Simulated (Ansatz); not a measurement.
Consider the redistribution: `OC(O)[SeH]` + `CB[SiH2]Cl` → `C[Se]C(O)O` + `B[SiH2]Cl`.

Gas-phase electronic energies from Ansatz, PBE0-D4/def2-TZVP geometries. CBS: MP2 limit from def2 TZ/QZ plus the TZ coupled-cluster correction, frozen cores. Functionals use def2-TZVPP. For Se outer-core shells are correlated without core-valence functions, which leaves a few kJ/mol of doubt a bond. Scalar relativity is left out up to krypton. Each species was taken in one conformer, which may not be the lowest.

CCSD(T)/CBS gives +38.4 kJ/mol.

Q: Another level gave +50.1 kJ/mol. Which?
A. BHLYP/def2-TZVPP
B. revPBE/def2-TZVPP
C. CCSD/def2-TZVPP
D. LDA (SPW92)/def2-TZVPP

A: B. revPBE 50.1, BHLYP 41.9, CCSD/def2-TZVPP 36.0, LDA (SPW92) 59.4 kJ/mol.

Largest T1 diagnostic among the species: 0.011.

Leaving LDA and LC-ωPBE aside and taking each functional with its dispersion term where it has one, the values, not all of them listed here, spread over 13.7 kJ/mol, from ωB97X-V to B97M-V. LDA lies +7.8 kJ/mol from PBE without D4. From BLYP to BHLYP (50 % exact exchange), in def2-TZVPP and without D4, ΔE moves by −5.1 kJ/mol. At CCSD(T), def2-SVP lies +10.1 kJ/mol from the extrapolated value and def2-TZVPP −2.1 kJ/mol.
